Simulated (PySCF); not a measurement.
# Spinor energies of Tb⁵⁰⁺ (terbium, charge +50)

Start: [Ne] 3s2 3p3; 3p1/2 filled at m_j = -1/2, +1/2; 3p3/2 filled at m_j = +3/2. Calculated with PySCF 2.14 in an even-tempered Gaussian basis (18 s from 13 bohr⁻², ratio 2.4; 14 p from 17 bohr⁻², ratio 2.4; 4 d from 60 bohr⁻², ratio 2.6; 4 f from 90 bohr⁻², ratio 2.6): generalised Hartree-Fock with the X2C-1e Hamiltonian and a Gaussian nucleus; one run each with spin-orbit coupling (SO) switched off, then screened by Boettger's factors.

```csv
spinor shell,electrons,"ε, spin-free (eV)","ε, screened SO (eV)",weight of nominal j (screened SO),"rms radius, screened SO (bohr)"
1s1/2,2,-55791.6,-55774.7,1.000,0.0244
2s1/2,2,-12153.6,-12146.2,1.000,0.0974
2p1/2,2,-11191.7,-11733.7,1.000,0.0832
3s1/2,2,-4804.9,-4801.9,1.000,0.234
3p1/2,2,-4536.3,-4655.3,0.999,0.223
3p3/2,1,-4536.3,-4463.8,1.000,0.233
```

(1) Where does 2p3/2 lie, and what is the 2p spin-orbit splitting (screened SO)?

```csv
quantity,spin-free,screened SO
E (hartree),-9204.17284,-9217.75516
M_J,3/2,3/2
⟨J²⟩,3.750,3.750
⟨L²⟩,0.000,2.510
⟨S²⟩,3.750,1.522
```

Each row is a mean over spinors that exchange with the open shell spreads, by up to 26.794 eV (3s1/2).

Breit and QED terms are absent; they matter most for the inner s and p1/2 levels.

Densities and radii are taken from the X2C orbitals without a picture-change correction, which distorts them close to the nucleus.

Without spin-orbit coupling the j labels of p, d and f shells carry no meaning; the spin-free column gives the mean over the occupied spinors of each nl shell.

Answers

(1) At -10954.1 eV, 779.58 eV above 2p1/2.
